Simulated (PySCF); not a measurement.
One formula, C6H11B, several structures.

PySCF, wB97X-D/def2-SVPD, density fitting, gas phase; each molecule at its own PBE0-D3(BJ)/def2-SVP geometry, one conformer. Singlet excitations by full TDDFT with frozen cores, triplets by Tamm–Dancoff TDDFT and ionisation energies by ΔSCF, from the lowest of the holes tried. 

Torsions of the conformers computed, which needn't be the lowest (atom-mapped SMILES):
- `[CH2:1]=[CH:2]/[CH:3]=[CH:4]/[B:5]([CH3:6])[CH3:7]`: C1–C2–C3–C4 180°, C3–C4–B5–C6 -176°
- `[CH2:1]=[CH:2][BH:3][CH:4]1[CH2:5][CH2:6][CH2:7]1`: C1–C2–B3–C4 178°, C2–B3–C4–C5 134°
- `[BH2:1][C@@H:2]1[CH2:3][C@@H:4]1[CH:5]1[CH2:6][CH2:7]1`: C3–C4–C5–C6 116°
- `[BH2:1]/[C:2](=[CH:3]/[CH3:4])[C:5](=[CH2:6])[CH3:7]`: B1–C2–C5–C6 118°
- `[CH2:1]=[CH:2][CH2:3][BH:4][CH:5]1[CH2:6][CH2:7]1`: C1–C2–C3–B4 -110°, C2–C3–B4–C5 2°, C3–B4–C5–C6 147°
- `[BH2:1]/[C:2](=[CH:3]\[CH3:4])[C:5](=[CH2:6])[CH3:7]`: B1–C2–C5–C6 5°
- `[CH3:1][C:2]#[C:3][CH2:4][B:5]([CH3:6])[CH3:7]`: C3–C4–B5–C6 8°
- `[CH2:1]=[CH:2]/[CH:3]=[CH:4]\[B:5]([CH3:6])[CH3:7]`: C1–C2–C3–C4 179°, C3–C4–B5–C6 -23°
- `[CH3:1][CH:2]=[C:3]=[CH:4][B:5]([CH3:6])[CH3:7]`: C3–C4–B5–C6 -176°
- `[CH3:1][B:2]([CH3:3])[C@H:4]1[C@@H:5]2[CH2:6][C@H:7]12`: C1–B2–C4–C5 -36°

The conformers of `C=CB1CCCC1` and `C=C[C@@H]1BCCC1` aren't listed.

Reference: `C=CB1CCCC1`, with HOMO energy -9.89 eV, LUMO energy 0.41 eV, lowest singlet excitation 5.35 eV, lowest triplet excitation 3.89 eV, mean polarisability 83.9 au and vertical ionisation energy 10.02 eV.

Changes against it:

| molecule | Δ electronic energy (kcal/mol) | Δ HOMO energy (eV) | Δ LUMO energy (eV) | Δ lowest singlet excitation (eV) | Δ lowest triplet excitation (eV) | Δ mean polarisability (au) | Δ vertical ionisation energy (eV) |
| --- | --- | --- | --- | --- | --- | --- | --- |
| B/C(=C/C)C(=C)C | +30.3 | +1.14 | -0.38 | -0.71 | -0.50 | +7.1 | -1.18 |
| B[C@]12CC[C@H]1CC2 | +40.8 | +0.99 | +1.48 | +1.07 | +1.69 | -4.5 | -1.02 |
| C=CCBC1CC1 | +28.8 | +0.94 | +0.73 | +0.35 | +0.55 | +2.4 | -0.83 |
| B/C(=C\C)C(=C)C | +32.4 | +1.53 | -0.46 | -0.94 | -0.99 | +9.3 | -1.59 |
| CC#CCB(C)C | +21.7 | +1.22 | +1.21 | +0.53 | +1.57 | +3.5 | -1.09 |
| C=C/C=C\B(C)C | +12.0 | +1.27 | -0.43 | -0.41 | -1.02 | +13.5 | -1.29 |
| CC=C=CB(C)C | +17.1 | +0.96 | +0.25 | -0.79 | +0.26 | +9.6 | -0.95 |
| C=C[C@@H]1BCCC1 | +12.3 | +1.06 | +0.63 | -0.07 | +0.45 | +0.8 | -1.01 |
| CB(C)[C@H]1[C@@H]2C[C@@H]21 | +31.6 | +0.87 | +1.03 | +0.57 | +1.57 | -2.6 | -0.81 |

Rows whose labels were lost:

```
row  Δ electronic energy (kcal/mol)  Δ HOMO energy (eV)  Δ LUMO energy (eV)  Δ lowest singlet excitation (eV)  Δ lowest triplet excitation (eV)  Δ mean polarisability (au)  Δ vertical ionisation energy (eV)
  P                           +41.6               +0.58               +0.38                             +0.31                             +1.31                        -1.5                              -0.60
  Q                            +8.8               +1.15               -0.52                             -0.26                             -0.99                       +15.3                              -1.17
  R                           +29.9               +0.11               -0.28                             -0.17                             -0.07                        +2.7                              -0.14
```

**Question.** Which row belongs to which of `C=C/C=C/B(C)C`, `C=CBC1CCC1` and `B[C@@H]1C[C@@H]1C1CC1`?

**Answer.** P = `B[C@@H]1C[C@@H]1C1CC1`, Q = `C=C/C=C/B(C)C` and R = `C=CBC1CCC1`. P and Q are told apart most clearly by the electronic energy (+41.6 against +8.8 kcal/mol); P and R are told apart most clearly by the lowest triplet excitation (+1.31 against -0.07 eV); Q and R are told apart most clearly by the electronic energy (+8.8 against +29.9 kcal/mol); Q comes close to the labelled row of `C=C/C=C\B(C)C` in every column.

**Question.** Which row has the smallest HOMO–LUMO gap and which the largest, and does the HOMO or the LUMO shift more there?

**Answer.** Smallest, counted from the reference: `B/C(=C\C)C(=C)C`, -1.99 eV (HOMO +1.53, LUMO -0.46), the larger shift being that of the HOMO. Largest: `B[C@]12CC[C@H]1CC2`, +0.49 eV (HOMO +0.99, LUMO +1.48), the larger shift being that of the LUMO.

**Question.** Fit a straight line for the change of the LUMO energy against that of the lowest triplet excitation over the labelled rows, and test it on P, Q and R.

**Answer.** Over the 9 labelled rows the slope is 0.678 eV/eV, the intercept +0.18 eV, r = 0.98 and the standard error 0.17 eV. P: predicted +1.07, computed +0.38 eV; Q: predicted -0.49, computed -0.52 eV; R: predicted +0.13, computed -0.28 eV. The mean miss is 0.38 eV, against 0.59 eV for guessing the labelled rows' mean: the line helps only a little.

Note: wB97X-D ran without an empirical dispersion term, which enters the total energy and its gradient alone.
